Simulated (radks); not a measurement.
Task: Species: the tantalum ion Ta67+. Configuration: [He] 2s2 2p2. Calculated with a radial shooting solver on a logarithmic mesh with Libxc functionals: scalar-relativistic Kohn-Sham, LDA (Slater exchange, VWN5 correlation), spin-polarised, spherical densities, finite nucleus; open shells are filled with parallel spins first (spin-orbit coupling, left out, can overturn this in heavy ions); Fermi nuclear charge, rms radius 5.3507 fm. Some entries of the table are withheld. Estimate them.

orbital,occ.,eigenvalue (Ry),<r> (bohr),<r^2> (bohr^2)
1s up,1,-5490.291,0.01863,(1)
1s down,1,-5487.085,0.01862,(2)
2s up,1,-1326.811,(3),0.006859
2s down,1,-1321.762,(4),0.006881
2p up,2,-1232.776,(5),0.005519
2p down,0,-1226.851,(6),0.005544

Result: 
(1) 1s up <r^2> (bohr^2): 0.0004767
(2) 1s down <r^2> (bohr^2): 0.0004761
(3) 2s up <r> (bohr): 0.07628
(4) 2s down <r> (bohr): 0.07640
(5) 2p up <r> (bohr): 0.06745
(6) 2p down <r> (bohr): 0.06759
